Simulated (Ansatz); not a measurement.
The cluster ZrAg4⁺. Charge 1, multiplicity 2. Geometry r2SCAN-D4/def2-SVP.

```csv
atom,x (Å),y (Å),z (Å)
Zr1,0.963,-0.537,0.383
Ag2,-0.268,-2.443,-0.969
Ag3,-0.874,1.553,0.024
Ag4,-0.902,0.193,2.327
Ag5,1.082,1.234,-1.765
```

In the def2 sets Ag, Zr take a core potential, while STO-3G treats all electrons; there is no spin–orbit coupling. LC-ωPBE has ω = 0.4 bohr⁻¹. At HF/STO-3G the charge 1 doublet is spin-contaminated (final ⟨S²⟩ up to 4.17, 0.75 for a pure state). Another isomer (doublet) lies 0.23 eV lower at PBE0-D4/def2-TZVP; other spin states weren't run for this one.

**Question.** Estimate the α-spin orbital energies around the gap (eV) in Ansatz with HF/STO-3G, PBE-D4/def2-SVP, revPBE-D4/def2-TZVP, PBE0-D4/def2-SVP, LC-ωPBE/def2-TZVP.

**Answer.** 
| orbital | HF/STO-3G | PBE-D4/def2-SVP | revPBE-D4/def2-TZVP | PBE0-D4/def2-SVP | LC-ωPBE/def2-TZVP |
| --- | --- | --- | --- | --- | --- |
| HOMO−5 | -12.73 | -11.27 | -11.11 | -12.83 | -15.23 |
| HOMO−4 | -9.75 | -11.27 | -11.10 | -12.82 | -15.22 |
| HOMO−3 | -9.62 | -10.78 | -10.64 | -11.55 | -13.76 |
| HOMO−2 | -8.43 | -9.19 | -9.06 | -9.74 | -11.78 |
| HOMO−1 | -8.24 | -9.05 | -8.94 | -9.53 | -11.60 |
| HOMO | -7.60 | -8.53 | -8.44 | -9.46 | -11.33 |
| LUMO | -0.81 | -8.02 | -7.87 | -6.87 | -4.52 |
| LUMO+1 | -0.55 | -7.88 | -7.72 | -6.68 | -4.27 |
| LUMO+2 | -0.45 | -7.47 | -7.33 | -6.57 | -4.10 |
| LUMO+3 | 0.07 | -7.30 | -7.16 | -6.30 | -4.08 |
| LUMO+4 | 0.27 | -6.98 | -6.86 | -6.20 | -3.90 |
| LUMO+5 | 0.46 | -5.81 | -5.70 | -4.90 | -2.89 |
| β HOMO | -7.70 | -8.94 | -8.82 | -9.37 | -11.09 |
| β LUMO | -1.15 | -7.76 | -7.60 | -6.72 | -4.53 |
